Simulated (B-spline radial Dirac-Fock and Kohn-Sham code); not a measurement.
**Muonic isotope shifts in tellurium**

Level of theory: the Dirac equation of a negative muon with reduced mass in the field of a spherical finite nucleus, with the Uehling potential to all orders; nuclear polarisation, deformation, hyperfine structure, self-energy, higher-order vacuum polarisation, relativistic recoil and electron screening are left out; a radial B-spline solver. Nuclear charge: Fermi distribution (skin thickness 2.3 fm); radii from Angeli and Marinova (2013). Reference ¹²⁵Te, radius 4.7204 fm: 2p3/2 → 1s1/2 3633 keV, 3d5/2 → 2p3/2 1061 keV.

```
  A  radius (fm)  δ⟨r²⟩ (fm²)  shift 2p3/2 → 1s (keV)  shift 3d5/2 → 2p3/2 (keV)
116       4.6847       -0.336                  +15.13                      +0.30
118       4.6956       -0.234                  +10.49                      +0.20
120       4.7038       -0.156                   +7.02                      +0.13
122       4.7095       -0.103                   +4.61                      +0.09
123       4.7117       -0.082                   +3.68                      +0.08
124       4.7183       -0.020                   +0.88                      +0.01
126       4.7266       +0.059                   -2.63                      -0.06
128       4.7346       +0.134                   -6.00                      -0.13
130       4.7423       +0.207                   -9.25                      -0.19
132         4.75       +0.280                  -12.49                      -0.26
134       4.7569       +0.346                  -15.40                      -0.32
136       4.7815       +0.581                  -25.77                      -0.57
```

Values without a named source are computed, but for edge energies of neutral atoms, which are taken from tables.
